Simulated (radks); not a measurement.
Results of a calculation; reference values are marked as such.
The cerium ion Ce2.75+, configuration [Kr] 4d10 4f(up 1, down 1) 5p6 5s(up 0.75, down 0.5) (fractional occupations, a model configuration). Level of theory: scalar-relativistic Kohn-Sham, LDA (Slater exchange, Perdew-Wang correlation), spin-polarised, spherical densities, point nucleus (a radial shooting solver on a logarithmic mesh with Libxc functionals). Some entries of the table are withheld. Estimate them.

orbital,occ.,eigenvalue (eV),<r^2> (bohr^2),r(max) (bohr)
1s up,1,-40247.45,0.0008220,0.01575
1s down,1,-40247.42,0.0008220,0.01575
2s up,1,-6459.196,0.01308,0.08914
2s down,1,-6459.180,0.01308,0.08914
2p up,3,-5789.585,0.01042,0.07169
2p down,3,-5789.569,0.01042,0.07169
3s up,1,-1402.291,0.08892,0.2549
3s down,1,-1402.270,0.08892,0.2549
3p up,3,-1189.304,0.08888,0.2494
3p down,3,-1189.282,0.08888,0.2494
3d up,5,-886.0404,0.07585,0.2050
3d down,5,-886.0205,0.07585,0.2050
4s up,1,-296.2226,0.4608,0.5934
4s down,1,-296.1809,0.4607,0.5935
4p up,3,-226.8167,0.5218,0.6198
4p down,3,-226.7694,0.5216,0.6198
4d up,5,-126.9751,0.6522,(1)
4d down,5,-126.9104,0.6518,(2)
5s up,0.75,-59.8431,2.589,1.377
5s down,0.5,-59.6444,2.593,1.377
5p up,3,(3),(4),1.551
5p down,3,(5),(6),1.552
4f up,1,-23.1566,1.679,0.7243
4f down,1,-23.0388,1.678,0.7237

Answer. 
(1) 4d up r(max) (bohr): 0.6540
(2) 4d down r(max) (bohr): 0.6539
(3) 5p up eigenvalue (eV): -42.4783
(4) 5p up <r^2> (bohr^2): 3.432
(5) 5p down eigenvalue (eV): -42.3022
(6) 5p down <r^2> (bohr^2): 3.441
